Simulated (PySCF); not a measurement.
# Stretching NaI

Set-up: basis Na aug-cc-pVDZ, I aug-cc-pVDZ-PP with ECP28; scalar-relativistic core potentials; PySCF 2.14. Energies in eV from Na + I in their ground configurations at the same level. State: ¹Σ⁺ (singlet), closed shell.

Curves on a restricted Hartree–Fock reference rise too fast on stretching and do not dissociate correctly.

```tsv
R (Å)	PBE0	RHF-MP2
2.358	-2.727	-2.652
2.468	-3.011	-2.970
2.578	-3.165	-3.153
2.660	-3.218	-3.226
2.742	-3.232	-3.259
2.824	-3.217	-3.259
2.934	-3.162	-3.223
3.071	-3.055	-3.136
3.236	-2.894	-2.990
3.455	-2.652	-2.762
```

Q: Put a parabola through the three lowest points of the PBE0 curve and estimate Re, k and ωe (reduced mass 19.46 u; 1 eV/Å² = 0.16022 mdyn/Å; ωe = 1302.8·√(k/μ) cm⁻¹).

A: Through R = 2.66, 2.742, 2.824 Å the second-order coefficient is 2.16 eV/Å², so Re ≈ 2.741 Å, k ≈ 0.691 mdyn/Å and ωe ≈ 245 cm⁻¹. A polynomial fit of higher order to the unrounded PBE0 energies gives Re = 2.736 Å, k = 0.717 mdyn/Å, ωe = 250 cm⁻¹; anharmonicity and rounding make the difference.

The higher-order fit for each curve: PBE0: Re = 2.736 Å, ωe = 250 cm⁻¹, De = 3.23 eV; RHF-MP2: Re = 2.784 Å, ωe = 239 cm⁻¹, De = 3.26 eV.

Correlated steps freeze 5 core orbitals. Correlated levels converge slowly with the basis: in double zeta they bind strong bonds too weakly, by up to about 1 eV, and carry superposition errors of some tenths. These are scalar-relativistic numbers at best; spin–orbit coupling would shift them, the dissociation energy most. Where the molecule has an RHF reference, its open-shell atoms are computed with UHF.
